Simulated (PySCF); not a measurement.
**Static response to an electric field**

C₂H₁₁ClSi₃.
Atom-mapped SMILES: `[CH3:1][Si@H:2]([SiH3:3])[SiH2:4][CH2:5][Cl:6]` (hydrogens: H7, H8, H9 on C1; H10 on Si2; H11, H12, H13 on Si3; H14, H15 on Si4; H16, H17 on C5)

Structure used (GFN2-xTB), in Å, numbered top down from 1:
```
atom  x, y, z in Å
C1    -1.0978    1.7119    1.0174
Si2   -0.9960    0.3814   -0.3484
Si3   -1.5200   -1.7078    0.5382
Si4    1.0844    0.5550   -1.3812
C5     2.2954   -0.6060   -0.4504
Cl6    2.2163   -0.2502    1.2979
H7    -0.3655    1.5231    1.7974
H8    -2.0784    1.7281    1.4851
H9    -0.9062    2.7059    0.6223
H10   -2.0093    0.7809   -1.3536
H11   -2.8389   -1.7668    1.1760
H12   -0.5558   -2.1502    1.5468
H13   -1.5178   -2.7307   -0.5143
H14    1.1679    0.0967   -2.7766
H15    1.7398    1.8691   -1.3608
H16    3.3328   -0.4702   -0.7444
H17    2.0423   -1.6581   -0.5611
```

Level: PBE0/def2-SVPD (PySCF), static field, nuclei fixed, core orbitals frozen in the response. The polarisability tensor in these axes (au):

```
x   129.82   5.00  -6.86
y     5.00 123.73  -4.86
z    -6.86  -4.86 123.05
```

**Question.** Diagonalise the tensor; give its mean and Δα, where Δα² is half the sum of the squared differences of the eigenvalues.

**Answer.** Principal values 118.00, 121.11 and 137.49 au; mean 125.53 au = 18.60 Å³ = 20.70 × 10⁻⁴⁰ C²·m²/J; Δα = 18.13 au (14 % of the mean).

**Question.** What is the dipole moment, and where does it point?

**Answer.** (-0.19, 0.18, -0.96) D, 1.00 D in size, pointing from the negative to the positive side. Measured along this direction, the outermost atoms are H12 and Cl6 at the negative end and H14 at the positive end.

**Question.** Rayleigh depolarisation ratio (linearly polarised light, static tensor)?

**Answer.** ρ = 3Δα²/(45ᾱ² + 4Δα²) = 986.4/(709131 + 1315.1) = 0.00139.

**Question.** Refractivity n − 1 of an ideal gas of it at 350 K and 1 atm, from the electronic α?

**Answer.** N = p/kT = 2.0968 × 10¹⁹ cm⁻³, so n − 1 = 2π × N × 18.60 × 10⁻²⁴ cm³ = 2451 × 10⁻⁶ at long wavelengths, for an ideal gas.

**Question.** Orientational against electronic polarisability at 273 K (dilute gas, rigid molecules)?

**Answer.** In Gaussian units μ²/3kT = 8.81 Å³ against 18.60 Å³, a ratio of 0.47; the Debye molar polarisation (4π/3)N_A(α + μ²/3kT) is 69.1 cm³/mol, leaving out the vibrational part.

**Question.** Give the principal axes and the span of the nuclei along them.

**Answer.** Largest value along (0.74, 0.45, -0.50), where the nuclei span 6.29 Å; middle along (-0.60, 0.77, -0.20), 4.90 Å; least along (0.30, 0.45, 0.84), 4.22 Å. The response follows the extents in order.

**Question.** Find the Langevin capture rate constant for H3+ (3.023 u) meeting this molecule (153.986 u), k = 2.342 × 10⁻⁹ cm³/s × √(α in Å³ / reduced mass in u).

**Answer.** The reduced mass is 2.97 u, so k = 5.87 × 10⁻⁹ cm³/s. The formula leaves out the permanent dipole, which adds to the capture rate.

Isolated species at its GFN2-xTB geometry (one conformer only).

These values come from a run that also computed excited states. On Intel Xeon Platinum 8488C, one thread, no GPU (shared host), this took 36 s of wall time and 0.91 GiB of memory at its peak.
